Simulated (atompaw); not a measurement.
An all-electron radial function and its pseudo partner (molybdenum (Mo))

Columns: radius, all-electron u(r) and pseudo u(r) of the 5s shell (level -6.86 eV) of molybdenum in the configuration [Ar] 3d10 4s2 4p6 4d5 5s0.5 5p0; PBE, scalar-relativistic, PAW (atompaw) scheme, atompaw 4.2.0.5.

```json
{"r (bohr)": "0.075", "all-electron": "-0.0881", "pseudo": "-0.0621"}
{"r (bohr)": "0.150", "all-electron": "-0.0603", "pseudo": "-0.1221"}
{"r (bohr)": "0.225", "all-electron": "0.0943", "pseudo": "-0.1778"}
{"r (bohr)": "0.300", "all-electron": "0.1726", "pseudo": "-0.2274"}
{"r (bohr)": "0.375", "all-electron": "0.1508", "pseudo": "-0.2692"}
{"r (bohr)": "0.450", "all-electron": "0.0674", "pseudo": "-0.3019"}
{"r (bohr)": "0.525", "all-electron": "-0.0369", "pseudo": "-0.3245"}
{"r (bohr)": "0.600", "all-electron": "-0.1342", "pseudo": "-0.3364"}
{"r (bohr)": "0.675", "all-electron": "-0.2100", "pseudo": "-0.3375"}
{"r (bohr)": "0.750", "all-electron": "-0.2589", "pseudo": "-0.3279"}
{"r (bohr)": "0.825", "all-electron": "-0.2810", "pseudo": "-0.3082"}
{"r (bohr)": "0.900", "all-electron": "-0.2790", "pseudo": "-0.2792"}
{"r (bohr)": "0.975", "all-electron": "-0.2571", "pseudo": "-0.2420"}
{"r (bohr)": "1.050", "all-electron": "-0.2197", "pseudo": "-0.1978"}
{"r (bohr)": "1.125", "all-electron": "-0.1712", "pseudo": "-0.1481"}
{"r (bohr)": "1.200", "all-electron": "-0.1152", "pseudo": "-0.0944"}
{"r (bohr)": "1.275", "all-electron": "-0.0549", "pseudo": "-0.0379"}
{"r (bohr)": "1.350", "all-electron": "0.0071", "pseudo": "0.0200"}
{"r (bohr)": "1.425", "all-electron": "0.0690", "pseudo": "0.0780"}
{"r (bohr)": "1.500", "all-electron": "0.1294", "pseudo": "0.1351"}
{"r (bohr)": "1.575", "all-electron": "0.1870", "pseudo": "0.1903"}
{"r (bohr)": "1.650", "all-electron": "0.2414", "pseudo": "0.2430"}
{"r (bohr)": "1.725", "all-electron": "0.2919", "pseudo": "0.2925"}
{"r (bohr)": "1.800", "all-electron": "0.3383", "pseudo": "0.3385"}
{"r (bohr)": "1.875", "all-electron": "0.3806", "pseudo": "0.3806"}
{"r (bohr)": "1.950", "all-electron": "0.4187", "pseudo": "0.4187"}
```

Q: How many radial nodes do the two functions have?

A: The all-electron 5s function has n − l − 1 = 4 (the table is too coarse to show those close to the nucleus); the pseudo-wave has 1, since 1 lower shell of the same l stays in the valence.

Q: Is the pseudo-wave norm-conserving?

A: No, it belongs to a PAW set: the norm inside the radius is not constrained, and the difference is carried by the augmentation charge.
